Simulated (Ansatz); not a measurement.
Consider the hydrogenolysis of a B–F bond: `FB(Br)Br` + H₂ → `BrBBr` + H–F.

Gas-phase electronic energies from Ansatz, PBE0-D4/def2-TZVP geometries. CBS: MP2 limit from def2 TZ/QZ plus the TZ coupled-cluster correction, frozen cores. This one scheme is used for every species. Functionals use def2-TZVPP. B3LYP here is the variant with VWN-RPA as its local correlation; programs differ in this. HSE06 is defined as in plane-wave codes. For Br outer-core shells are correlated without core-valence functions, which leaves a few kJ/mol of doubt a bond. Scalar relativity is left out up to krypton.

`FB(Br)Br`:

Cartesian coordinates in Å:
```
F -1.203 -0.520 0.604
B -0.113 -0.049 0.057
Br 1.511 -1.018 0.246
Br -0.195 1.588 -0.907
```

H₂:

Z-matrix (Å, degrees):
```
H
H 1 0.746
```

`BrBBr`:

Z-matrix (Å, degrees):
```
B
Br 1 1.891
Br 1 1.891 2 121.4
H 1 1.186 2 119.3 3 180.0
```

H–F:

```xyz
2

F    -0.023    0.034    0.458
H     0.023   -0.034   -0.458
```

(1) Is it downhill or uphill in electronic energy at CCSD(T)/CBS, and by how much? (Estimate.)

(2) What do these levels give: HSE06-D4, PBE, B3LYP, r2SCANh, RPA@PBE/def2-TZVPP, HF/CBS(def2)? (An estimate is asked.)

Largest T1 diagnostic among the species: 0.010.

## Answers

(1) Computed: Uphill: ΔE = +103.0 kJ/mol.

(2) The calculation gave: HSE06-D4 107.2, PBE 109.9, B3LYP 111.0, r2SCANh 117.1, RPA@PBE/def2-TZVPP 104.2, HF/CBS(def2) 104.6 kJ/mol.

Leaving LDA and LC-ωPBE aside and taking each functional with its dispersion term where it has one, the values, not all of them listed here, spread over 15.7 kJ/mol, from PBE-QIDH to B97M-V. LDA lies +7.7 kJ/mol from PBE without D4. The D4 term adds +3.0 kJ/mol with B3LYP and +1.6 kJ/mol with PBE0; it sums over pairs of atoms, weighted by their polarisabilities, and B3LYP, whose exchange is more repulsive, gets the larger term.
